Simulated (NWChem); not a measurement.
Species: C₂H₃F₂NSi; SMILES F[C@H]1N=C[Si@@H]1F

```xyz
9

F     -1.1602    -1.8491    -0.1422
C     -0.3583    -0.9146     0.4714
N      1.0822    -1.1547     0.1895
C      1.5325     0.0072    -0.1664
Si    -0.1502     0.8109    -0.3456
F     -0.5460     2.1785     0.4172
H     -0.5249    -0.9751     1.5522
H      2.5968     0.1630    -0.3419
H     -0.6472     0.9177    -1.7409
```
Atoms are numbered in this order, from 1.

Program: NWChem. Pople sets run with spherical d functions. The geometry was optimised at B3LYP/6-31G* (spherical d). Level: B3LYP/6-31G* with SMD (1 M gas to 1 M solution), gas-phase geometry. Reactions with the solvent are ignored.

Task: Estimate the computed values for solvent water. Quantities: solvation free energy (kcal/mol); cavity-dispersion-structure term (kcal/mol); dipole in solution (D).

Result: 
```json
{
  "solvation free energy (kcal/mol)": "-2.2",
  "cavity-dispersion-structure term (kcal/mol)": "3.4",
  "dipole in solution (D)": "2.19"
}
```
